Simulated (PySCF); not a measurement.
GaI$_{2}$ (SMILES [I][Ga][I]), doublet, at a GFN2-xTB geometry (such geometries of metal compounds can be far from the true shape) (the spin is typed, not shown lowest) (all electrons, no relativity); HF/STO-3G in PySCF.

Here is a job for PySCF.
```python
from pyscf import gto, scf

mol = gto.M(
    atom='''
Ga    0.906637    0.408836    0.271869
I    -0.585810    1.565964   -1.544853
I     0.055513   -1.805095    1.385835
''',
    basis='sto-3g',
    charge=0,
    spin=1,
    verbose=4,
)

mf = scf.UHF(mol)
mf.kernel()
```

It wrote (shortened):

```
PySCF version 2.14.0

[INPUT] verbose = 4
[INPUT] num. atoms = 3
[INPUT] num. electrons = 137
[INPUT] charge = 0
[INPUT] spin (= nelec alpha-beta = 2S) = 1
[INPUT] symmetry False subgroup None
[INPUT] Mole.unit = angstrom
[INPUT] Symbol           X                Y                Z      unit          X                Y                Z       unit  Magmom
[...]
nuclear repulsion = 992.972301325884
number of shells = 30
number of NR pGTOs = 216
number of NR cGTOs = 72
basis = sto-3g
ecp = {}

******** <class 'pyscf.scf.uhf.UHF'> ********
method = UHF
initial guess = minao
damping factor = 0
level_shift factor = 0
DIIS = <class 'pyscf.scf.diis.CDIIS'>
diis_start_cycle = 1
diis_space = 8
diis_damp = 0
SCF conv_tol = 1e-09
SCF conv_tol_grad = None
SCF max_cycles = 50
direct_scf = True
direct_scf_tol = 1e-13
number electrons alpha = 69  beta = 68
Set gradient conv threshold to 3.16228e-05
init E= -15555.2758513858

cycle= 1 E= -15602.249010392  delta_E=  -47  |g|= 0.236  |ddm|= 1.68
cycle= 2 E= -15602.3105563488  delta_E= -0.0615  |g|= 0.0674  |ddm|= 0.659
cycle= 3 E= -15602.3283389644  delta_E= -0.0178  |g|= 0.047  |ddm|= 0.348
cycle= 4 E= -15602.3364860887  delta_E= -0.00815  |g|= 0.0402  |ddm|= 0.194
cycle= 5 E= -15602.3471691755  delta_E= -0.0107  |g|= 0.0488  |ddm|= 0.231
cycle= 6 E= -15602.328238328  delta_E= 0.0189  |g|= 0.0533  |ddm|= 0.494
cycle= 7 E= -15602.324110589  delta_E= 0.00413  |g|= 0.0497  |ddm|= 0.216
cycle= 8 E= -15602.3262955493  delta_E= -0.00218  |g|= 0.0462  |ddm|= 0.101
cycle= 9 E= -15602.3296816082  delta_E= -0.00339  |g|= 0.0453  |ddm|= 0.167
cycle= 10 E= -15602.328019623  delta_E= 0.00166  |g|= 0.0366  |ddm|= 0.122
cycle= 11 E= -15602.3255856091  delta_E= 0.00243  |g|= 0.0421  |ddm|= 0.146
cycle= 12 E= -15602.3264897272  delta_E= -0.000904  |g|= 0.0407  |ddm|= 0.08
cycle= 13 E= -15602.3268137788  delta_E= -0.000324  |g|= 0.0403  |ddm|= 0.0194
cycle= 14 E= -15602.3243997409  delta_E= 0.00241  |g|= 0.0446  |ddm|= 0.256
cycle= 15 E= -15602.3252578965  delta_E= -0.000858  |g|= 0.0511  |ddm|= 0.399
cycle= 16 E= -15602.3219416577  delta_E= 0.00332  |g|= 0.0566  |ddm|= 0.153
cycle= 17 E= -15602.3235060049  delta_E= -0.00156  |g|= 0.0543  |ddm|= 0.114
cycle= 18 E= -15602.3398069563  delta_E= -0.0163  |g|= 0.0504  |ddm|= 0.721
cycle= 19 E= -15602.3250863382  delta_E= 0.0147  |g|= 0.0478  |ddm|= 0.614
cycle= 20 E= -15602.3242081261  delta_E= 0.000878  |g|= 0.0424  |ddm|= 0.199
cycle= 21 E= -15602.3281713941  delta_E= -0.00396  |g|= 0.0376  |ddm|= 0.205
cycle= 22 E= -15602.3333659745  delta_E= -0.00519  |g|= 0.043  |ddm|= 0.238
cycle= 23 E= -15602.3301917504  delta_E= 0.00317  |g|= 0.0461  |ddm|= 0.146
cycle= 24 E= -15602.3278966354  delta_E= 0.0023  |g|= 0.037  |ddm|= 0.165
cycle= 25 E= -15602.3266528412  delta_E= 0.00124  |g|= 0.0364  |ddm|= 0.0736
cycle= 26 E= -15602.3265162916  delta_E= 0.000137  |g|= 0.0363  |ddm|= 0.00899
cycle= 27 E= -15602.3271831468  delta_E= -0.000667  |g|= 0.0355  |ddm|= 0.0491
cycle= 28 E= -15602.3267212028  delta_E= 0.000462  |g|= 0.0299  |ddm|= 0.251
cycle= 29 E= -15602.3111745992  delta_E= 0.0155  |g|= 0.0825  |ddm|= 0.554
cycle= 30 E= -15602.324672681  delta_E= -0.0135  |g|= 0.0447  |ddm|= 0.52
cycle= 31 E= -15602.3242984799  delta_E= 0.000374  |g|= 0.0493  |ddm|= 0.0846
cycle= 32 E= -15602.3312055519  delta_E= -0.00691  |g|= 0.036  |ddm|= 0.387
cycle= 33 E= -15602.3292168849  delta_E= 0.00199  |g|= 0.0458  |ddm|= 0.27
cycle= 34 E= -15602.3292438238  delta_E= -2.69e-05  |g|= 0.061  |ddm|= 0.117
cycle= 35 E= -15602.3304342243  delta_E= -0.00119  |g|= 0.0504  |ddm|= 0.123
cycle= 36 E= -15602.3293218066  delta_E= 0.00111  |g|= 0.0218  |ddm|= 0.503
cycle= 37 E= -15602.3376417591  delta_E= -0.00832  |g|= 0.0357  |ddm|= 0.327
cycle= 38 E= -15602.3201545965  delta_E= 0.0175  |g|= 0.0418  |ddm|= 0.742
cycle= 39 E= -15602.3243704475  delta_E= -0.00422  |g|= 0.0328  |ddm|= 0.202
cycle= 40 E= -15602.3224036943  delta_E= 0.00197  |g|= 0.0615  |ddm|= 0.274
cycle= 41 E= -15602.3203014056  delta_E= 0.0021  |g|= 0.0694  |ddm|= 0.0827
cycle= 42 E= -15602.3228952687  delta_E= -0.00259  |g|= 0.0535  |ddm|= 0.0746
cycle= 43 E= -15602.3217778453  delta_E= 0.00112  |g|= 0.0588  |ddm|= 0.169
cycle= 44 E= -15602.3246768709  delta_E= -0.0029  |g|= 0.0408  |ddm|= 0.151
cycle= 45 E= -15602.3249748831  delta_E= -0.000298  |g|= 0.0405  |ddm|= 0.0507
cycle= 46 E= -15602.3362298128  delta_E= -0.0113  |g|= 0.0479  |ddm|= 0.508
cycle= 47 E= -15602.3185283677  delta_E= 0.0177  |g|= 0.0657  |ddm|= 0.748
cycle= 48 E= -15602.3166381871  delta_E= 0.00189  |g|= 0.0803  |ddm|= 0.163
cycle= 49 E= -15602.3158361987  delta_E= 0.000802  |g|= 0.0841  |ddm|= 0.0224
cycle= 50 E= -15602.319584642  delta_E= -0.00375  |g|= 0.0691  |ddm|= 0.13
SCF not converged.
SCF energy = -15602.319584642 after 50 cycles  <S^2> = 0.84634586  2S+1 = 2.0941307
```

The run did not converge; its last values are not results.
